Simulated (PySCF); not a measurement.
**Spinor energies of Cd(2+) (cadmium, charge +2)**

Start: [Kr] 4d9 5p1; 4d3/2 filled at m_j = -3/2, -1/2, +1/2, +3/2; 4d5/2 filled at m_j = -3/2, -1/2, +1/2, +3/2, +5/2; 5p3/2 filled at m_j = +3/2. Calculated with PySCF 2.14 in x2c-TZVPall-2c with one added diffuse shell each of s, p, d type (9s10p8d1f, 86 functions): generalised Hartree-Fock with the X2C-1e Hamiltonian and a Gaussian nucleus; one run each with spin-orbit coupling (SO) switched off, then screened by Boettger's factors. This is a chosen level, not necessarily the ground level.

```tsv
spinor shell	electrons	ε, spin-free (eV)	ε, screened SO (eV)	weight of nominal j (screened SO)	rms radius, screened SO (bohr)
1s1/2	2	-26872.4	-26870.3	1.000	0.0348
2s1/2	2	-4100.3	-4099.7	1.000	0.142
2p1/2	2	-3674.8	-3808.2	1.000	0.124
2p3/2	4	-3674.8	-3613.5	1.000	0.128
3s1/2	2	-823.65	-823.51	1.000	0.381
3p1/2	2	-680.64	-705.30	1.000	0.375
3p3/2	4	-680.64	-669.28	1.000	0.386
3d3/2	4	-457.32	-461.76	0.999	0.362
3d5/2	6	-457.32	-454.25	0.999	0.365
4s1/2	2	-154.49	-154.49	1.000	0.938
4p1/2	2	-109.95	-115.01	0.989	1.00
4p3/2	4	-109.95	-107.64	0.994	1.03
4d3/2	4	-44.527	-45.289	0.910	1.29
4d5/2	5	-44.527	-44.042	0.928	1.31
5p3/2	1	-19.533	-19.383	1.000	3.19
```

```json
{"quantity": "E (hartree)", "spin-free": "-5589.32447", "screened SO": "-5590.45474"}
{"quantity": "M_J", "spin-free": "4", "screened SO": "4"}
{"quantity": "⟨J²⟩", "spin-free": "20.009", "screened SO": "20.009"}
{"quantity": "⟨L²⟩", "spin-free": "12.007", "screened SO": "12.022"}
{"quantity": "⟨S²⟩", "spin-free": "2.002", "screened SO": "2.017"}
```

Each row is a mean over spinors that exchange with the open shell spreads, by up to 6.248 eV (4p3/2).

Breit and QED terms are absent; they matter most for the inner s and p1/2 levels.

Densities and radii are taken from the X2C orbitals without a picture-change correction, which distorts them close to the nucleus.

Without spin-orbit coupling the j labels of p, d and f shells carry no meaning; the spin-free column gives the mean over the occupied spinors of each nl shell.
